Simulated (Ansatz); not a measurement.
`C1[C@H]2C[C@H]3C[C@@H]1C[C@@]([C@]14C[C@H]5C[C@H](C[C@H](C5)C1)C4)(C2)C3`. The species carries charge 0 and has multiplicity 1. The structure was optimised at the PBE0-D4/def2-TZVP level. It is one conformer, not always the lowest.

```xyz
50

C    -3.465   -0.516    1.141
C    -2.664    0.667    1.676
C    -3.017    1.921    0.883
C    -2.669    1.699   -0.585
C    -3.470    0.518   -1.126
C    -3.115   -0.733   -0.328
C    -1.620   -1.018   -0.463
C    -0.768    0.148    0.069
C     0.768   -0.148   -0.069
C     1.178   -1.398    0.732
C     2.671   -1.690    0.598
C     3.472   -0.504    1.124
C     3.115    0.739    0.314
C     3.462    0.507   -1.153
C     2.661   -0.682   -1.674
C     3.017   -1.928   -0.869
C     1.167   -0.394   -1.536
C     1.620    1.025    0.447
C    -1.170    0.377    1.538
C    -1.174    1.408   -0.718
H    -3.234   -1.418    1.719
H    -4.539   -0.328    1.251
H    -2.898    0.822    2.734
H    -4.084    2.150    0.989
H    -2.463    2.782    1.274
H    -2.906    2.600   -1.161
H    -3.243    0.364   -2.187
H    -4.544    0.724   -1.053
H    -3.676   -1.589   -0.718
H    -1.384   -1.937    0.082
H    -1.391   -1.203   -1.516
H     0.614   -2.269    0.386
H     0.939   -1.262    1.790
H     2.911   -2.585    1.182
H     3.247   -0.339    2.184
H     4.546   -0.708    1.051
H     3.676    1.600    0.694
H     3.230    1.403   -1.740
H     4.536    0.319   -1.264
H     2.894   -0.848   -2.731
H     2.463   -2.793   -1.251
H     4.084   -2.156   -0.975
H     0.917    0.479   -2.146
H     0.606   -1.240   -1.943
H     1.385    1.936   -0.111
H     1.390    1.225    1.497
H    -0.926   -0.505    2.137
H    -0.606    1.215    1.957
H    -0.613    2.275   -0.357
H    -0.930    1.286   -1.777
```

(1) What is the dipole moment at B3LYP/def2-TZVPP? (Estimate.)

(2) Give the Mulliken charges with B3LYP, ωB97M-V, r2SCAN in def2-TZVPP. (An estimate is asked.)

Answers

(1) The calculation gave: 0.00 D, zero by symmetry or nearly so.

(2) Computed: 
| atom | B3LYP | ωB97M-V | r2SCAN |
| --- | --- | --- | --- |
| C1 | -0.25 | -0.26 | -0.27 |
| C2 | 0.16 | -0.02 | 0.34 |
| C3 | -0.25 | -0.26 | -0.27 |
| C4 | 0.16 | -0.02 | 0.34 |
| C5 | -0.25 | -0.26 | -0.27 |
| C6 | 0.16 | -0.02 | 0.34 |
| C7 | -0.35 | -0.33 | -0.42 |
| C8 | 0.49 | 0.13 | 0.69 |
| C9 | 0.49 | 0.13 | 0.69 |
| C10 | -0.35 | -0.33 | -0.42 |
| C11 | 0.16 | -0.02 | 0.34 |
| C12 | -0.25 | -0.26 | -0.27 |
| C13 | 0.16 | -0.02 | 0.34 |
| C14 | -0.25 | -0.26 | -0.27 |
| C15 | 0.16 | -0.02 | 0.34 |
| C16 | -0.25 | -0.26 | -0.27 |
| C17 | -0.35 | -0.33 | -0.42 |
| C18 | -0.35 | -0.33 | -0.42 |
| C19 | -0.35 | -0.33 | -0.41 |
| C20 | -0.35 | -0.33 | -0.42 |
| H21 | 0.05 | 0.11 | 0.01 |
| H22 | 0.06 | 0.11 | 0.02 |
| H23 | 0.04 | 0.09 | 0.00 |
| H24 | 0.06 | 0.11 | 0.02 |
| H25 | 0.05 | 0.11 | 0.01 |
| H26 | 0.04 | 0.09 | 0.00 |
| H27 | 0.05 | 0.11 | 0.01 |
| H28 | 0.06 | 0.11 | 0.02 |
| H29 | 0.04 | 0.09 | 0.00 |
| H30 | 0.06 | 0.13 | 0.04 |
| H31 | 0.06 | 0.13 | 0.04 |
| H32 | 0.06 | 0.13 | 0.04 |
| H33 | 0.06 | 0.13 | 0.04 |
| H34 | 0.04 | 0.09 | 0.00 |
| H35 | 0.05 | 0.11 | 0.01 |
| H36 | 0.06 | 0.11 | 0.02 |
| H37 | 0.04 | 0.09 | 0.00 |
| H38 | 0.05 | 0.11 | 0.01 |
| H39 | 0.06 | 0.11 | 0.02 |
| H40 | 0.04 | 0.09 | 0.00 |
| H41 | 0.05 | 0.11 | 0.01 |
| H42 | 0.06 | 0.11 | 0.02 |
| H43 | 0.06 | 0.13 | 0.04 |
| H44 | 0.06 | 0.13 | 0.04 |
| H45 | 0.06 | 0.13 | 0.04 |
| H46 | 0.06 | 0.13 | 0.04 |
| H47 | 0.06 | 0.13 | 0.04 |
| H48 | 0.06 | 0.13 | 0.04 |
| H49 | 0.06 | 0.13 | 0.04 |
| H50 | 0.06 | 0.13 | 0.04 |

B3LYP here is the variant with VWN-RPA as its local correlation; programs differ in this.
